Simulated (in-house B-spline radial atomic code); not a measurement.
B2+ is squeezed into an impenetrable sphere of radius R (the orbitals vanish at R). All numbers are computed (scalar-relativistic (X2C) Hartree-Fock, spin-polarised, averaged over the determinants with the given up and down occupations; Fermi nucleus of rms radius 2.406 fm) with an all-electron radial atomic-structure program (B-spline basis), not measured.

Energies in eV above the free ion in [He] 2s1:

```json
{"R (bohr)": "9.48", "highest level (eV)": "-37.8", "[He] 2s1": "0", "[He] 2p1": "6.057"}
{"R (bohr)": "6.68", "highest level (eV)": "-37.8", "[He] 2s1": "0.0002925", "[He] 2p1": "6.058"}
{"R (bohr)": "5.37", "highest level (eV)": "-37.8", "[He] 2s1": "0.009551", "[He] 2p1": "6.075"}
{"R (bohr)": "4.46", "highest level (eV)": "-37.7", "[He] 2s1": "0.09184", "[He] 2p1": "6.189"}
{"R (bohr)": "3.45", "highest level (eV)": "-36.9", "[He] 2s1": "0.9248", "[He] 2p1": "7.056"}
{"R (bohr)": "3.02", "highest level (eV)": "-35.5", "[He] 2s1": "2.325", "[He] 2p1": "8.308"}
{"R (bohr)": "2.53", "highest level (eV)": "-31.4", "[He] 2s1": "6.488", "[He] 2p1": "11.63"}
{"R (bohr)": "2.29", "highest level (eV)": "-27.1", "[He] 2s1": "10.73", "[He] 2p1": "14.75"}
{"R (bohr)": "1.8", "highest level (eV)": "-6.91", "[He] 2s1": "30.99", "[He] 2p1": "28.22"}
{"R (bohr)": "1.53", "highest level (eV)": "19.9", "[He] 2s1": "58.04", "[He] 2p1": "44.65"}
```

Question: Does [He] 2p1 fall below [He] 2s1 under compression?

Answer: Yes, between R = 2.29 and 1.8 bohr the order changes (near 2 bohr by linear interpolation).

The highest level is first positive in the row R = 1.53 bohr, pushed up by confinement above the zero of the free ion's potential. Each configuration is held fixed and needn't be the lowest in the sphere.
